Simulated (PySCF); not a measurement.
Species: `C=C[C@@H]1C[C@H](F)C[C@@H]1OC(C)=O`. The columns A, B, C and D hold Mulliken, IAO, Hirshfeld and ESP-fitted charges (e) of one PBE0/pcSseg-1 density (PySCF), in a shuffled order. Coordinates in Å (PBE0-D3(BJ)/def2-SVP); the density's dipole moment is (-1.02, 0.36, 0.64) D.

| atom | x | y | z | A | B | C | D |
| --- | --- | --- | --- | --- | --- | --- | --- |
| C1 | -2.196 | 2.341 | 0.161 | -0.143 | -0.447 | -0.100 | -0.309 |
| C2 | -1.342 | 1.368 | 0.479 | -0.131 | -0.165 | -0.043 | -0.132 |
| C3 | -1.229 | 0.061 | -0.234 | -0.316 | +0.109 | -0.029 | -0.117 |
| C4 | -1.466 | -1.178 | 0.634 | -0.106 | -0.320 | -0.084 | -0.278 |
| C5 | -0.985 | -2.325 | -0.244 | +0.167 | +0.346 | +0.066 | +0.184 |
| F6 | -0.561 | -3.397 | 0.506 | -0.333 | -0.280 | -0.120 | -0.326 |
| C7 | 0.157 | -1.739 | -1.090 | -0.111 | -0.324 | -0.085 | -0.299 |
| C8 | 0.159 | -0.230 | -0.835 | +0.019 | +0.169 | +0.048 | +0.072 |
| O9 | 1.149 | 0.079 | 0.150 | -0.477 | -0.397 | -0.088 | -0.361 |
| C10 | 2.166 | 0.889 | -0.198 | +0.387 | +0.813 | +0.218 | +0.529 |
| C11 | 3.088 | 1.098 | 0.966 | -0.253 | -0.635 | -0.119 | -0.467 |
| O12 | 2.303 | 1.364 | -1.292 | -0.405 | -0.551 | -0.258 | -0.459 |
| H13 | -2.890 | 2.241 | -0.679 | +0.115 | +0.182 | +0.044 | +0.141 |
| H14 | -2.233 | 3.276 | 0.727 | +0.123 | +0.193 | +0.049 | +0.151 |
| H15 | -0.660 | 1.505 | 1.326 | +0.114 | +0.143 | +0.038 | +0.142 |
| H16 | -1.944 | 0.052 | -1.075 | +0.122 | +0.063 | +0.044 | +0.131 |
| H17 | -2.505 | -1.286 | 0.975 | +0.136 | +0.109 | +0.044 | +0.144 |
| H18 | -0.813 | -1.135 | 1.521 | +0.132 | +0.122 | +0.038 | +0.148 |
| H19 | -1.803 | -2.690 | -0.888 | +0.099 | +0.026 | +0.039 | +0.130 |
| H20 | 1.107 | -2.183 | -0.763 | +0.141 | +0.144 | +0.044 | +0.167 |
| H21 | 0.036 | -1.964 | -2.159 | +0.140 | +0.093 | +0.049 | +0.148 |
| H22 | 0.372 | 0.371 | -1.728 | +0.140 | +0.071 | +0.034 | +0.157 |
| H23 | 2.530 | 1.511 | 1.819 | +0.145 | +0.177 | +0.057 | +0.167 |
| H24 | 3.502 | 0.131 | 1.289 | +0.147 | +0.182 | +0.058 | +0.170 |
| H25 | 3.897 | 1.777 | 0.678 | +0.145 | +0.178 | +0.056 | +0.168 |

**Question.** Which column most likely holds the ESP-fitted charges?

**Answer.** B. Σ q r misses the density's dipole by 0.02 D (B), 0.63 D (C), 0.71 D (A), 0.94 D (D). Charges fitted to the outside potential are the only set here that is tied to the molecule's multipoles.

**Question.** And the Hirshfeld charges?

**Answer.** C. The mean sizes are 0.074 e (C), 0.182 e (A), 0.220 e (D), 0.250 e (B), and Hirshfeld charges are commonly the smallest of these schemes.

As computed, A = Mulliken, B = ESP-fitted, C = Hirshfeld, D = IAO. Hydrogens on carbon: Mulliken +0.10 to +0.15, ESP-fitted +0.03 to +0.19, Hirshfeld +0.03 to +0.06, IAO +0.13 to +0.17 e.

The Mulliken scheme counts on each atom the diagonal of the density matrix times the overlap matrix over that atom's basis functions. The IAO scheme counts the electrons in orthogonalised intrinsic atomic orbitals, a minimal basis polarised so that it spans the occupied orbitals exactly.

Geometry: PBE0-D3(BJ)/def2-SVP, one conformer, isolated molecule.
